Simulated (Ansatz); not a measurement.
Input file for Ansatz (a quantum-chemistry and plane-wave program): R-CCSD(T)/cc-pVTZ on F2GaH2N (SMILES [NH2][Ga]([F])[F]), a point of a torsion scan. The run froze 17 orbitals, filled d shells among them.

Ansatz 0.2 input:
```yaml
crystal:
  periodic: [false, false, false]
  atoms:
    - {symbol: N, position_ang: [-1.12751615, -0.09422576, -0.27242935]}
    - {symbol: Ga, position_ang: [0.64233003, 0.03902876, -0.74779800]}
    - {symbol: F, position_ang: [1.51103188, 1.54965954, -0.70792215]}
    - {symbol: F, position_ang: [1.58631132, -1.32406570, -1.25889924]}
    - {symbol: H, position_ang: [-1.53236195, 0.79234375, 0.01283105]}
    - {symbol: H, position_ang: [-1.34263252, -0.81457166, 0.40842087]}
basis:
  gaussian:
    orbitals: cc-pVTZ
magnetization: {spin_polarized: false}
correlation: {method: ccsd_t, electrons: outside_noble_gas}
scf: {lower_state_search: off}
```

Q: Give the final energy of this run.

A: -2178.8222 hartree (reference determinant -2177.9883, T1 diagnostic 0.013).

Q: How many basis functions does it have, and what does it roughly cost on one machine?

A: 161 functions; roughly 40 core-seconds.
